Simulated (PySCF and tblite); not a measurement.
Results of a calculation; reference values are marked as such.
2 regioisomers of C4H5NOS:

```
isomer                                       SMILES
     A  [CH3:1][c:2]1[n:3][cH:4][c:5]([OH:6])[s:7]1
     B    [CH3:1][c:2]1[n:3][cH:4][s:5][c:6]1[OH:7]
```

Protocol: conformer search, at most 6 conformers an isomer, GFN2-xTB geometries, energies B3LYP/def2-SVP (IEF-PCM, acetone) (D3(BJ) added where defined), weights at 298.15 K with GFN2-xTB thermal terms. Programs: PySCF with density fitting and tblite.

Equilibrium rotational constants and dipole components of each isomer's leading conformer, in random order:

```json
{"set": "P", "A (MHz)": "5162", "B (MHz)": "1846", "C (MHz)": "1371", "abs μa": "1.18", "abs μb": "0.05", "abs μc (D)": "0.00"}
{"set": "Q", "A (MHz)": "3395", "B (MHz)": "2474", "C (MHz)": "1444", "abs μa": "1.89", "abs μb": "2.72", "abs μc (D)": "0.01"}
```

**Question.** Match sets and isomers.

**Answer.** P is A (Cs), Q is B (Cs).

The whole study took 2.2 min on 1 thread of Arm Neoverse V1, on a host shared with other jobs (rough), peak memory 0.91 GiB, launched as `OMP_NUM_THREADS=1 python ens_run.py task.json out`.
